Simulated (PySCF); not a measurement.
B(H)(NH2)(NMe2), SMILES CN(C)BN (C2H9BN2) (B3LYP/def2-SVP optimised geometry):

```
14

B     -0.543     0.010     0.000
H     -1.107     1.082     0.000
N     -1.350    -1.152     0.000
H     -2.359    -1.085     0.000
H     -1.012    -2.106     0.000
N      0.879     0.010     0.000
C      1.644     1.239     0.000
C      1.699    -1.180     0.000
H      2.300     1.315     0.890
H      2.301     1.314    -0.890
H      0.970     2.106     0.000
H      2.359    -1.224    -0.889
H      2.357    -1.225     0.891
H      1.085    -2.092    -0.001
```

Computed with PySCF with B3LYP/def2-TZVP.

Q: What are the frontier orbital energies and the dipole moment?

A: HOMO-2 -9.01 eV, HOMO-1 -8.07 eV, HOMO -6.02 eV, LUMO 0.68 eV, LUMO+1 1.25 eV; dipole moment 1.21 D.

On the same geometry PBE/def2-TZVP in PySCF 2.14.0 gives HOMO-2 -7.73 eV, HOMO-1 -6.88 eV, HOMO -4.95 eV, LUMO 0.21 eV, LUMO+1 0.68 eV; dipole moment 1.27 D.

Meta-Löwdin charges at B3LYP/def2-TZVP: B1 0.06, H2 -0.02, N3 -0.49, H4 0.24, H5 0.22, N6 -0.19, C7 -0.21, C8 -0.21, H9 0.09, H10 0.09, H11 0.12, H12 0.10, H13 0.10, H14 0.10.
